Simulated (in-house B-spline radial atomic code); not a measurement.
The outermost shell (largest non-relativistic mean radius) with and without relativity; Dirac values are averaged over j. Computed with a radial B-spline atomic code at the basis-set limit: non-relativistic Hartree-Fock and Dirac-Hartree-Fock, averages of the configuration (point nuclei without relativity, finite nuclei with it).

| ion | configuration | outermost shell | radius non-relativistic (bohr) | radius Dirac (bohr) | radius change (%) | level non-relativistic (eV) | level Dirac (eV) | spin-orbit splitting (eV) |
| --- | --- | --- | --- | --- | --- | --- | --- | --- |
| Nb2+ | [Kr] 4d3 | 4d | 1.8254 | 1.8462 | 1.141 | -24.547 | -24.166 | 0.17053 |
| Mo2+ | [Kr] 4d4 | 4d | 1.6981 | 1.7159 | 1.0511 | -26.623 | -26.217 | 0.22923 |
| Tc2+ | [Kr] 4d5 | 4d | 1.5912 | 1.6069 | 0.9821 | -28.663 | -28.229 | 0.29703 |
| Ru2+ | [Kr] 4d6 | 4d | 1.4997 | 1.5136 | 0.92705 | -30.681 | -30.216 | 0.37471 |
| Rh2+ | [Kr] 4d7 | 4d | 1.4199 | 1.4325 | 0.8817 | -32.686 | -32.188 | 0.46307 |
| Pd2+ | [Kr] 4d8 | 4d | 1.3496 | 1.361 | 0.84339 | -34.684 | -34.151 | 0.56297 |
| Ag2+ | [Kr] 4d9 | 4d | 1.287 | 1.2974 | 0.81033 | -36.680 | -36.11 | 0.6753 |
| Cd2+ | [Kr] 4d10 | 4d | 1.2309 | 1.2405 | 0.78125 | -38.677 | -38.068 | 0.80101 |
| In2+ | [Kr] 4d10 5s1 | 5s | 2.5123 | 2.4198 | -3.6847 | -25.657 | -26.755 | - |
| Sn2+ | [Kr] 4d10 5s2 | 5s | 2.3674 | 2.2828 | -3.572 | -27.651 | -28.791 | - |
| Sb2+ | [Kr] 4d10 5s2 5p1 | 5p | 2.559 | 2.5312 | -1.0872 | -24.102 | -24.23 | 0.81526 |
| Te2+ | [Kr] 4d10 5s2 5p2 | 5p | 2.3927 | 2.3664 | -1.0992 | -26.419 | -26.567 | 1.0462 |
| I2+ | [Kr] 4d10 5s2 5p3 | 5p | 2.2511 | 2.2259 | -1.1199 | -28.759 | -28.928 | 1.3082 |
| Xe2+ | [Kr] 4d10 5s2 5p4 | 5p | 2.1285 | 2.1041 | -1.1469 | -31.127 | -31.321 | 1.6035 |
